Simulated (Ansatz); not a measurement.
```yaml
atoms:
  - { symbol: N, position_ang: [0.0000, 0.4274, -0.3864] }
  - { symbol: H, position_ang: [0.0000, 1.3024, 0.2308] }
  - { symbol: O, position_ang: [0.0000, -0.5368, 0.3092] }
```

Basis set: 6-31G* (spherical functions). Frozen core: 2 orbitals. Charge 0, multiplicity 1.

Computed with Ansatz (development build ahead of 0.2.0); each method stands on the lowest determinant of its kind that the runs found. Restricted open shells among the atoms or ions are ROHF, correlated in semicanonical orbitals with singles.

The atomization energy at this shape (free ground-state atoms in the same class of orbitals less the molecule, no zero-point energy) of singlet HNO:

```tsv
method	atomization energy
RHF	327.5 kJ/mol
```

(1) What does RHF-MP2 give?

## Answers

(1) 748.5 kJ/mol.
